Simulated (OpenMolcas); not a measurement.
# Worked example: vertical ionisation energy of CH4AlIn (SMILES [CH2]1[AlH][InH]1)

CH4AlIn: 7 atoms, total charge 0, spin state singlet. SMILES: `[CH2]1[AlH][InH]1`. The coordinates come from a PBE0-D4/def2-TZVP relaxation.

Both states at this one shape; open shells run unrestricted unless said. 1 Eh = 27.2114 eV.

| level | program | singlet CH4AlIn (Eh) | doublet CH4AlIn+ (Eh) | HOMO of the first (eV) |
| --- | --- | --- | --- | --- |
| SVWN5/def2-SVPD (core potential) | OpenMolcas | -471.145248 | -470.861845 | -5.05 |
| BHLYP/def2-SVPD (core potential) | OpenMolcas | -472.781420 | -472.514774 | -6.39 |
| M06-2X/def2-SVPD (core potential) | OpenMolcas | -472.780283 | -472.505330 | -6.50 |
| PBE0/def2-SVPD (core potential) | OpenMolcas | -472.727113 | -472.453941 | -5.71 |

Task: Work out the vertical ionisation energy at each level.

Result: 
1. SVWN5/def2-SVPD (core potential): -470.861845 − (-471.145248) = 0.283403 Eh = 7.71 eV; −ε(HOMO) = 5.05 eV.
2. BHLYP/def2-SVPD (core potential): -472.514774 − (-472.781420) = 0.266646 Eh = 7.26 eV; −ε(HOMO) = 6.39 eV.
3. M06-2X/def2-SVPD (core potential): -472.505330 − (-472.780283) = 0.274953 Eh = 7.48 eV; −ε(HOMO) = 6.50 eV.
4. PBE0/def2-SVPD (core potential): -472.453941 − (-472.727113) = 0.273172 Eh = 7.43 eV; −ε(HOMO) = 5.71 eV.

No measured value is set beside it here; the levels span 7.26 to 7.71 eV. In semi-local functionals −ε(HOMO) lies far under the ionisation energy, a result of self-interaction, while the difference of totals does much better. Spin-orbit coupling, which splits open shells on such heavy atoms by tenths of an eV, is left out.
